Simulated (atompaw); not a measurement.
# Building the PAW (atompaw) potential for copper (Cu) (PBEsol, scalar-relativistic).

Input for atompaw 4.2.0.5:

```
Cu 29
GGA-PBESOL scalarrelativistic loggrid 1500 logderivrange -8 5 326
4 4 3 0 0 0
4 0 0
4 1 0
0 0 0
c
c
c
v
c
v
v
v
2
2.30 1.75 1.85 2.05
y
-0.1
n
n
y
0.1
n
custom polynom gramschmidtortho sinc
bessel
2.30
2.30
0.90
2.30
1.45
1.45
PWSCFOUT
UPFDX 0.0125d0 UPFXMIN -7.d0 UPFZMESH 29.d0
END
```

Command:

```bash
atompaw < Cu.input > Cu.log
```

Output (summary file):

```
Completed calculations for Cu (AE)

 Exchange-correlation type: GGA, Perdew-Burke-Ernzerhof modified (PBEsol)

 Radial integration grid is logarithmic
 r0 =   2.8831811E-04 h =   8.3612251E-03   n =      1500 rmax =   8.0000000E+01

 Scalar relativistic calculation

 AEatom converged in  33 iterations
   nz     =  29.00
   delta  =       7.115147610483E-17

 All Electron Orbital energies:
  n  l      occupancy      energy
  1  0      2.0000000E+00 -6.5057818E+02
  2  0      2.0000000E+00 -7.8626302E+01
  3  0      2.0000000E+00 -9.0390914E+00
  4  0      0.0000000E+00 -8.6546537E-01
  2  1      6.0000000E+00 -6.7969004E+01
  3  1      6.0000000E+00 -5.9248620E+00
  4  1      0.0000000E+00 -4.6984100E-01
  3  2      1.0000000E+01 -1.0027039E+00

 Total energy
   Total                    :    -3306.38525831287370

 ---
 Completed calculations for Cu (SC)

 Exchange-correlation type: GGA, Perdew-Burke-Ernzerhof modified (PBEsol)

 Radial integration grid is logarithmic
 r0 =   2.8831811E-04 h =   8.3612251E-03   n =      1500 rmax =   8.0000000E+01

 Scalar relativistic calculation

 SCatom converged in   2 iterations
   nz     =  29.00
   delta  =       5.436157694952E-17

 Valence Electron Orbital energies:
  n  l      occupancy      energy
   4  0      0.0000000E+00 -8.6546537E-01
   3  1      6.0000000E+00 -5.9248620E+00
   4  1      0.0000000E+00 -4.6984100E-01
   3  2      1.0000000E+01 -1.0027039E+00

 Total energy
   Total                    :    -3306.38525831272136
   Valence                  :     -394.66681712838783

 PAW parameters:
       lmax =            2
         rc =    2.3088416256513757
        irc =         1076
   rc_shape =    1.7520487742304323
    rc_vloc =    1.8576713887360199
    rc_core =    2.0537620943916881
   Vloc: truncated form - Vps(r)=A.sin(qr)/r for r<rc
   Projector type: polynomial pseudization + Gram-Schmidt ortho.
   Sinc^2 compensation charge shape zeroed at   1.7520E+00

 Number of basis functions     6
 No.   n  nodes  l      Energy         Cp coeff         Occ
  1    4    3    0   -0.8654654E+00  0.1000000E+01  0.0000000E+00
  2  999    4    0   -0.1000000E+00  0.2246550E-02  0.0000000E+00
  3    3    1    1   -0.5924862E+01  0.1000000E+01  0.6000000E+01
  4    4    2    1   -0.4698410E+00  0.8313022E+00  0.0000000E+00
  5    3    0    2   -0.1002704E+01  0.1000000E+01  0.1000000E+02
  6  999    1    2    0.1000000E+00  0.2222201E-01  0.0000000E+00

 Eigenvalues of overlap operator (in the basis of projectors):
    1        7.00145307E-02
    2        5.51640356E-01
    3        6.76948135E-01
    4        1.52242975E+00
    5        1.98616177E+01
    6        4.66947926E+01

 Orbital leakage outside PAW augmentation regions
   orb  is_core?  %out_of_sphere
   1 0    T           0.00
   2 0    T          -0.00
   3 0    T           0.01
   4 0    F          55.87
   2 1    T           0.00
   3 1    F           0.07
   4 1    F          79.52
   3 2    F           4.43

 Summary of PAW energies
   Total valence energy     :   -394.66681976354982
   Smooth energy            :    105.70889219307972
   One center               :   -500.37571195662952
   Smooth kinetic           :     96.11517991996445
   Vloc energy              :     22.62429132971187
   Smooth exch-corr         :    -17.01579358344190
   One-center xc            :   -114.98680540937258
```

The run took about 2.5 s on one core of a shared server CPU.
